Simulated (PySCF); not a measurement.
Species: dichloro-bis(sulfanyl)silane, sum formula SiH$_{2}$S$_{2}$Cl$_{2}$, net charge 0, singlet state. SMILES: S[Si](S)(Cl)Cl
Structure (B3LYP-D3(BJ)/def2-TZVP (Ansatz) minimum search):
```
Si
Cl 1 2.0503
Cl 1 2.0561 2 107.41
S 1 2.1199 2 105.31 3 -120.88
H 4 1.3459 1 93.50 2 179.38
S 1 2.1232 2 113.05 3 120.65
H 6 1.3457 1 94.50 2 -78.77
```
Charge 0, spin multiplicity 1.

Dispersion corrections to the total energy (kcal/mol) from the dftd3 and dftd4 libraries through PySCF: D3(BJ) without and D4 with the three-body term, each with the damping fitted for the functional named.

| functional | D3(BJ) | D4 |
|---|---|---|
| revPBE | -16.29 | [?] |
| B2GP-PLYP | -7.66 | -3.31 |
| PBE | -7.05 | -7.56 |
| CAM-B3LYP | [?] | -6.84 |
| PW6B95 | -4.95 | -5.96 |
| TPSS | -9.52 | [?] |
| BHLYP | -11.90 | -10.98 |

**Question.** What belongs in the gaps?

**Answer.** 
- revPBE, D4: -18.38
- CAM-B3LYP, D3(BJ): -6.94
- TPSS, D4: -10.21
